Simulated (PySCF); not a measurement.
Ligand exchange on a metal centre used in film growth or etching (Hf F-NH2). All species are isolated molecules in the gas phase. One relaxed conformer stands for each flexible species; it need not be the lowest.

The numbers are results of PBE-D3(BJ)/def2-TZVP // r2SCAN-D4/def2-SVP run with PySCF 2.14.0, not measurements. 

```json
[
 {"species": "0 of 4 F replaced by NH2 ([Hf(F)4])", "coordination number": "4", "HOMO (eV)": "-10.10"},
 {"species": "1 of 4 F replaced by NH2", "coordination number": "4", "HOMO (eV)": "-6.67"},
 {"species": "2 of 4 F replaced by NH2 ([Hf(F)2(NH2)2])", "coordination number": "4", "HOMO (eV)": "-6.07"},
 {"species": "3 of 4 F replaced by NH2 ([Hf(F)(NH2)3])", "coordination number": "4", "HOMO (eV)": "-5.64"},
 {"species": "4 of 4 F replaced by NH2 ([Hf(NH2)4])", "coordination number": "4", "HOMO (eV)": "-5.28"}
]
```
